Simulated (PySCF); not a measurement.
Isomerisation enthalpies of C4H9Br

**Experimental background.**

From CRC Handbook of Chemistry and Physics, for the gas at 298.15 K: enthalpy of formation of `CC(C)(C)Br` -132.4 kJ/mol; enthalpy of formation of `CCCCBr` -107.1 kJ/mol.

The results are set against them at the end.

Differences of these values give the isomerisation enthalpies. Geometries: PBE0-D3(BJ)/def2-SVP; runs in PySCF, gas phase, with a dispersion term only where the level names one. Total electronic energies (Eh):

```tsv
SMILES	PBE0-D3(BJ)/def2-SVP
CC(C)(C)Br	-2731.10626
CCCCBr	-2731.09859
```

Zero-point and thermal terms are left out, so the computed numbers are electronic energies.

## Comparison

Relative to `CC(C)(C)Br`, the lowest by measurement, in kJ/mol (measured: enthalpies at 298.15 K; computed: electronic energies):

| SMILES | measured | PBE0-D3(BJ)/def2-SVP |
| --- | --- | --- |
| CC(C)(C)Br | 0.0 | 0.0 |
| CCCCBr | 25.3 | 20.1 |

Measured values: -132.4 kJ/mol (298.15 K; CRC Handbook of Chemistry and Physics) for the first row; the others come from the same table. Unsigned miss: PBE0-D3(BJ)/def2-SVP 5.2 kJ/mol. One conformer stands for `CCCCBr`, not necessarily the lowest, while the measurement averages over conformers. Where a level misses, the cause wasn't examined.

The values belong to the conformer `[CH3:1][CH2:2][CH2:3][CH2:4][Br:5]`: C1–C2–C3–C4 179°, C2–C3–C4–Br5 179°.
